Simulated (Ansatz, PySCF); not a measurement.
System: GaF$_{2}$, charge 0, multiplicity 2. SMILES: [Ga]([F])[F]
Structure (B3LYP-D3(BJ)/def2-TZVP (Ansatz, a first-principles code) minimum search):
```
Ga
F 1 1.7703
F 1 1.7703 2 117.20
```
Charge 0, spin multiplicity 2.

Property: atomisation energy, in kcal/mol. Terms: dispersion terms only where a functional's name holds one; non-relativistic; no spin-orbit coupling; LANL2DZ with its own core potentials from Na on; atomisation electronic, to ground-state atoms; open shells spin-unrestricted; 6-31G* and kin with 6d, 5d where marked; valence correlation only (noble-gas shells and the d and f shells of earlier blocks). Ab initio and DFT rows: single points at B3LYP-D3(BJ) geometries (Ansatz). The spin state of an ion or metal species was assumed, not searched.

```tsv
level	program	atomisation energy (kcal/mol)
HF/6-31G*	Ansatz	142.0
SVWN5/6-31G*	Ansatz	256.3
SVWN5/6-31G* with LANL2DZ past Ar	Ansatz	258.4
PBE/LANL2DZ	Ansatz	216.0
B3LYP/6-31G*	Ansatz	205.8
B3LYP/def2-SVP	Ansatz	207.9
B3LYP/6-31G* with LANL2DZ past Ar	Ansatz	216.2
PBE0/6-31G* with LANL2DZ past Ar	Ansatz	210.4
M06-2X/6-31G* with LANL2DZ past Ar (5d)	PySCF	209.0
MP2/3-21G	Ansatz	207.2
PBE/def2-TZVPD	Ansatz	221.1
```

No value to compare with is used here. The 10 habitual levels span 142.0 (HF/6-31G*) to 258.4 kcal/mol (SVWN5/6-31G* with LANL2DZ past Ar); PBE/def2-TZVPD gives 221.1.

The levels are drawn from those run, B3LYP/6-31G* more often than the rest, none by its result; runs whose electronic state is in doubt are left out.
